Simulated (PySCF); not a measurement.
H4O4P (SMILES O=P(O)(O)[OH2+]), charge +1, singlet, geometry from GFN2-xTB; REVPBE/STO-3G in PySCF.

PySCF was given this input:
```python
from pyscf import gto, scf, dft

mol = gto.Mole()
mol.atom = '''
    O     0.35340302    1.40601937   -0.68702545
    P    -0.14892471    0.22206164   -0.05069727
    O    -0.43612894    0.14285940    1.46560672
    O    -1.14891758   -0.74359101   -0.70983484
    O     1.29229882   -0.97642049   -0.05329354
    H    -0.39084752    0.98346028    1.92529065
    H    -1.32370569   -0.58065029   -1.63908503
    H     2.17992160   -0.58838213   -0.15370842
    H     1.28325968   -1.77629082    0.50433873
'''
mol.basis = 'sto-3g'
mol.charge = 1
mol.verbose = 4
mol.build()

mf = dft.RKS(mol)
mf.xc = 'revpbe'
mf.grids.atom_grid = (99, 590)
mf.grids.prune = None
mf.kernel()
```

The log (banner, timings and long lists left out):

```
PySCF version 2.14.0

[INPUT] verbose = 4
[INPUT] num. atoms = 9
[INPUT] num. electrons = 50
[INPUT] charge = 1
[INPUT] spin (= nelec alpha-beta = 2S) = 0
[INPUT] symmetry False subgroup None
[INPUT] Mole.unit = angstrom
[INPUT] Symbol           X                Y                Z      unit          X                Y                Z       unit  Magmom
[INPUT]  1 O      0.353403020000   1.406019370000  -0.687025450000 AA    0.667834919394   2.656991535134  -1.298289941106 Bohr   0.0
[INPUT]  2 P     -0.148924710000   0.222061640000  -0.050697270000 AA   -0.281426915080   0.419635682372  -0.095803955563 Bohr   0.0
[INPUT]  3 O     -0.436128940000   0.142859400000   1.465606720000 AA   -0.824164251597   0.269965140320   2.769595307122 Bohr   0.0
[INPUT]  4 O     -1.148917580000  -0.743591010000  -0.709834840000 AA   -2.171139565898  -1.405183357589  -1.341393441274 Bohr   0.0
[INPUT]  5 O      1.292298820000  -0.976420490000  -0.053293540000 AA    2.442090840899  -1.845167308514  -0.100710194809 Bohr   0.0
[INPUT]  6 H     -0.390847520000   0.983460280000   1.925290650000 AA   -0.738594769265   1.858470583588   3.638272038686 Bohr   0.0
[INPUT]  7 H     -1.323705690000  -0.580650290000  -1.639085030000 AA   -2.501441223628  -1.097270022249  -3.097421801575 Bohr   0.0
[INPUT]  8 H      2.179921600000  -0.588382130000  -0.153708420000 AA    4.119454797024  -1.111881082288  -0.290466816840 Bohr   0.0
[INPUT]  9 H      1.283259680000  -1.776290820000   0.504338730000 AA    2.425009341897  -3.356703167379   0.953062073711 Bohr   0.0

nuclear repulsion = 288.579104742631
number of shells = 21
number of NR pGTOs = 99
number of NR cGTOs = 33
basis = sto-3g
ecp = {}

******** <class 'pyscf.dft.rks.RKS'> ********
method = RKS
initial guess = minao
damping factor = 0
level_shift factor = 0
DIIS = <class 'pyscf.scf.diis.CDIIS'>
diis_start_cycle = 1
diis_space = 8
diis_damp = 0
SCF conv_tol = 1e-09
SCF conv_tol_grad = None
SCF max_cycles = 50
direct_scf = True
direct_scf_tol = 1e-13
XC library pyscf.dft.libxc version 7.1.2
    S. Lehtola, C. Steigemann, M. J. T. Oliveira, and M. A. L. Marques,  SoftwareX 7, 1–5 (2018)
XC functionals = revpbe
    Y. Zhang and W. Yang,  Phys. Rev. Lett. 80, 890 (1998)
    J. P. Perdew, K. Burke, and M. Ernzerhof,  Phys. Rev. Lett. 77, 3865 (1996)
    J. P. Perdew, K. Burke, and M. Ernzerhof,  Phys. Rev. Lett. 78, 1396 (1997)
radial grids:
    Treutler-Ahlrichs [JCP 102, 346 (1995); DOI:10.1063/1.469408] (M4) radial grids

becke partition: Becke, JCP 88, 2547 (1988); DOI:10.1063/1.454033
pruning grids: None
grids dens level: 3
symmetrized grids: False
atomic radii adjust function: <function treutler_atomic_radii_adjust>
User specified grid scheme (99, 590)
small_rho_cutoff = 0
Set gradient conv threshold to 3.16228e-05
Initial guess from minao.
tot grids = 525696
init E= -637.621977995661
  HOMO = -0.407729392419717  LUMO = -0.0238966120289089  gap/eV = 10.44462
cycle= 1 E= -635.676975240949  delta_E= 1.95  |g|= 1.07  |ddm|= 3.88
  HOMO = -0.138998136363892  LUMO = -0.0834446600782809  gap/eV = 1.51169
cycle= 2 E= -633.732423088303  delta_E= 1.94  |g|= 2.81  |ddm|= 5.35
  HOMO = -0.240278444396496  LUMO = -0.0972703618505556  gap/eV = 3.89145
cycle= 3 E= -635.639004382359  delta_E= -1.91  |g|= 1.28  |ddm|= 4.41
  HOMO = -0.30307352080953  LUMO = -0.11247948041101  gap/eV = 5.18633
cycle= 4 E= -636.085874120745  delta_E= -0.447  |g|= 0.295  |ddm|= 2.04
  HOMO = -0.316970567453675  LUMO = -0.131134520276801  gap/eV = 5.05686
cycle= 5 E= -636.106165551506  delta_E= -0.0203  |g|= 0.138  |ddm|= 0.412
  HOMO = -0.323968914994317  LUMO = -0.128897123498133  gap/eV = 5.30817
cycle= 6 E= -636.111570237805  delta_E= -0.0054  |g|= 0.0389  |ddm|= 0.166
  HOMO = -0.327592683023291  LUMO = -0.128730846809863  gap/eV = 5.41131
cycle= 7 E= -636.111985706433  delta_E= -0.000415  |g|= 0.0119  |ddm|= 0.0575
  HOMO = -0.327999687128321  LUMO = -0.128982328642831  gap/eV = 5.41554
cycle= 8 E= -636.112032580971  delta_E= -4.69e-05  |g|= 0.00137  |ddm|= 0.0203
  HOMO = -0.328207098020073  LUMO = -0.129118530606457  gap/eV = 5.41748
cycle= 9 E= -636.112033219507  delta_E= -6.39e-07  |g|= 0.000184  |ddm|= 0.00228
  HOMO = -0.328193104218907  LUMO = -0.129092279113219  gap/eV = 5.41781
cycle= 10 E= -636.11203323008  delta_E= -1.06e-08  |g|= 2.33e-05  |ddm|= 0.000301
  HOMO = -0.328194355501912  LUMO = -0.129093612138731  gap/eV = 5.41781
cycle= 11 E= -636.112033230269  delta_E= -1.89e-10  |g|= 2.65e-06  |ddm|= 4.45e-05
  HOMO = -0.328193139317799  LUMO = -0.129093698784504  gap/eV = 5.41777
Extra cycle  E= -636.112033230251  delta_E= 1.78e-11  |g|= 8.43e-06  |ddm|= 1.72e-05
converged SCF energy = -636.112033230251
```
